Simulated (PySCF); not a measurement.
# Relaxation of quartet ClCoN

These are results of PySCF, UPBE0, basis Co def2-TZVP, N def2-TZVP, Cl def2-TZVP (no relativity, density fitting), not measurements. A (50,194) grid was used.

A start displaced from a saddle point along its imaginary mode, of Cs symmetry, held to at least that symmetry:

```xyz
3
charge 0 multiplicity 4, angstrom
Co   -0.0192    0.1043   -0.4738
N     0.0452   -0.2459   -2.1474
Cl    0.0142   -0.0773    1.6585
```

Q: What forces act on the atoms at the start (eV/Å)?

A: 
```csv
atom,Fx,Fy,Fz
Co1,0.02,-0.14,-0.37
N2,-0.02,0.12,0.53
Cl3,0.00,0.02,-0.16
```

Q: What does it relax to?

A: It ends at Cs with Co–Cl 2.103 Å, Co–N 1.587 Å; Cl–Co–N 132.4° (after a last refinement on a finer grid). A frequency run shows a minimum. Other isomers or separated fragments may lie lower.

Q: How much energy is released, and in how many steps?

A: 5.9 kJ/mol in 11 steps.

The determinant is spin-contaminated (⟨S²⟩ = 3.98, pure value 3.75). Other spin states or occupations of the open shell can lie lower. At this level a broken-symmetry Ms = 1/2 minimum of Cs symmetry lies 21 kJ/mol below this structure.
